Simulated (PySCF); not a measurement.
Electron correlation in Fe²⁺ (iron, charge +2)

[Ar] 3d6, high-spin 5D determinant. Calculation: PySCF 2.14, in x2c-TZVPPall; scalar relativity by spin-free X2C-1e. Frozen: [Ne]; 14 electrons correlated.

MP2 pair energies summed by pair of shells (mhartree):

```json
{"pair": "3p-3d", "energy": "-185.95", "share (%)": "42.0"}
{"pair": "3d-3d", "energy": "-121.34", "share (%)": "27.4"}
{"pair": "3p-3p", "energy": "-67.42", "share (%)": "15.2"}
{"pair": "3s-3d", "energy": "-33.43", "share (%)": "7.6"}
{"pair": "3s-3p", "energy": "-30.15", "share (%)": "6.8"}
{"pair": "3s-3s", "energy": "-4.18", "share (%)": "0.9"}
```

Total MP2 correlation energy: -442.47 mhartree.

Same-spin part -152.36 and opposite-spin part -290.11 mhartree; SCS-MP2 scales them by 1/3 and 6/5 to -398.91 mhartree.

This basis was not built for core-valence correlation, so the inner-shell part is incomplete.
